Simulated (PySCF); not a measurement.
Several orderings of computed values.

All species are isolated and taken at one optimised geometry, non-relativistic unless stated. Electronic properties by PySCF.

The conformers computed, where there is a choice (atom-mapped SMILES and torsion angles):
- `[CH3:1][P:2]([CH2:3][C:4]([F:5])([F:6])[F:7])[CH:8]1[CH2:9][CH2:10]1`: C1–P2–C3–C4 88°, P2–C3–C4–F5 57°, C1–P2–C8–C9 -167°
- `[CH3:1][C:2](=[S:3])[C:4]([CH3:5])=[C:6]([CH3:7])[CH3:8]`: C1–C2–C4–C5 19°
- `[CH2:1]=[CH:2][S:3][Si@H:4]([CH2:5][SiH3:6])[C:7]([F:8])([F:9])[F:10]`: C1–C2–S3–Si4 174°, C2–S3–Si4–C5 -59°, S3–Si4–C5–Si6 -50°, S3–Si4–C7–F8 169°
- `[CH3:1][C@@H:2]([F:3])[CH2:4][CH2:5][CH:6]([SiH3:7])[SiH3:8]`: C1–C2–C4–C5 173°, C2–C4–C5–C6 -177°, C4–C5–C6–Si7 -64°
- `[CH3:1][CH:2]([CH3:3])[n:4]1[n:5][n:6][cH:7][c:8]1[Cl:9]`: C1–C2–N4–N5 -61°
- `[CH:1]#[C:2][Si@@:3]([C:4]#[C:5][SiH3:6])([CH2:7][CH3:8])[CH2:9][Cl:10]`: C2–Si3–C7–C8 178°, C2–Si3–C9–Cl10 -69°
- `[CH2:1]=[CH:2][c:3]1[cH:4][n+:5]([CH3:6])[n:7][n:8]1[CH3:9]`: C1–C2–C3–C4 -3°
- `[CH:1]#[C:2][SiH2:3]/[CH:4]=[CH:5]\[Si@@H:6]([Cl:7])[CH2:8][CH:9]=[CH2:10]`: C2–Si3–C4–C5 57°, C4–C5–Si6–Cl7 152°, C5–Si6–C8–C9 -176°, Si6–C8–C9–C10 -100°
- `[CH3:1][CH+:2][c:3]1[cH:4][cH:5][cH:6][c:7]([CH3:8])[cH:9]1`: C1–C2–C3–C4 0°
- `[PH2:1][SiH2:2][Si@@H:3]([PH2:4])[c:5]1[cH:6][cH:7][cH:8][s:9]1`: P1–Si2–Si3–P4 -66°, Si2–Si3–C5–C6 -76°, H–P1–Si2–Si3 -70°, H–P1–Si2–Si3 -163°, H–P4–Si3–Si2 40°, H–P4–Si3–Si2 133°

Problem. Rank by HOMO–LUMO gap, highest first (PBE0/pcSseg-1 at GFN2-xTB geometries).
A. `CP(CC(F)(F)F)C1CC1`
B. `c1(Cl)cnnn1C(C)C`
C. `C#C[Si@@](C#C[SiH3])(CC)CCl`
D. `CC(=S)C(C)=C(C)C`
E. `C=CS[Si@H](C[SiH3])C(F)(F)F`
F. `C[C@@H](F)CCC([SiH3])[SiH3]`

Solution. F (8.69 eV), A (7.96 eV), B (7.29 eV), C (7.01 eV), E (6.58 eV), D (3.74 eV).

Problem. Give the two extremes of that set in kcal/mol.

Solution. `CC(=S)C(C)=C(C)C`: 86 kcal/mol; `C[C@@H](F)CCC([SiH3])[SiH3]`: 200 kcal/mol.

Problem. Rank by HOMO energy, lowest first (PBE0/pcSseg-1 at GFN2-xTB geometries).
A. `n1[n+](C)cc(C=C)n1C`
B. `n1ncc(n1C(C)C)Cl`
C. `C[CH+]c1cccc(C)c1`
D. `C([C@@H](C)F)CC([SiH3])[SiH3]`
E. `CC(=S)C(C)=C(C)C`
F. `C#C[SiH2]/C=C\[Si@@H](Cl)CC=C`

Solution. C (-12.00 eV), A (-11.62 eV), D (-8.19 eV), B (-7.46 eV), F (-7.15 eV), E (-5.80 eV).

Problem. Give the two extremes of that set in hartree.

Solution. `C[CH+]c1cccc(C)c1`: -0.441 Eh; `CC(=S)C(C)=C(C)C`: -0.213 Eh.

Problem. Rank by dipole moment, highest first (PBE0/pcSseg-1 at GFN2-xTB geometries).
A. `P[SiH2][Si@@H](P)C1=CC=CS1`
B. `CP(CC(F)(F)F)C1CC1`
C. `CC(C)n1nncc1Cl`
D. `C#C[Si@@](C#C[SiH3])(CC)CCl`

Solution. C (3.57 D), B (3.32 D), A (2.08 D), D (1.92 D).

Problem. Rank by smallest rotational constant, lowest first (GFN2-xTB).
A. `C[C@@H](F)CCC([SiH3])[SiH3]`
B. `CC(C)n1nncc1Cl`
C. `[SiH2]([Si@@H](P)c1sccc1)P`
D. `C#C[Si@@](C#C[SiH3])(CC)CCl`

Solution. D (0.355 GHz), C (0.413 GHz), A (0.516 GHz), B (0.888 GHz).

Problem. Give the two extremes of that set in cm⁻¹.

Solution. `C#C[Si@@](C#C[SiH3])(CC)CCl`: 0.0118 cm⁻¹; `CC(C)n1nncc1Cl`: 0.0296 cm⁻¹.
